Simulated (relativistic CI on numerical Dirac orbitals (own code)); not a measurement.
**Slater and spin-orbit integrals, Mg7+**

Computed by Dirac-Coulomb-Breit CI, orbitals from a KLI potential per configuration, QED by a radiative potential, unscaled Slater integrals (own radial code, finite nucleus).

Slater integrals F^k, G^k are unscaled and averaged over j, outside the closed core 1s2; ζ comes from projecting the Hamiltonian with its Breit term on Σ l·s of the shell.

- 2s2 2p: ζ(2p) = 2249.2 cm⁻¹; <r>(2p) = 0.5242, <r^2>(2p) = 0.3343 (bohr units).
- 2s 2p2: F^2(2p,2p) = 180310, G^1(2s,2p) = 206840, ζ(2p) = 2198.1 cm⁻¹; <r>(2s) = 0.5897, <r^2>(2s) = 0.4078, <r>(2p) = 0.5261, <r^2>(2p) = 0.3366 (bohr units).
- 2p3: F^2(2p,2p) = 178800, ζ(2p) = 2152.9 cm⁻¹; <r>(2p) = 0.5302, <r^2>(2p) = 0.3421 (bohr units).

Averages of the first 10 configurations, taken without configuration mixing, which lowers the lowest level and can move excited configurations by several eV; other configurations of the list can lie among them:

```tsv
Configuration	Parity	States	Average energy above the lowest level (eV)
2s2 2p	odd	6	2.9
2s 2p2	even	30	27.2
2p3	odd	20	59.3
2s2 3s	even	2	153.8
2p2 3s	even	30	200.6
2s2 3p	odd	6	162.2
2p2 3p	odd	90	207.8
2p2 3d	even	150	214.5
2s2 3d	even	10	169.0
2s 2p 3s	odd	24	173.1
```
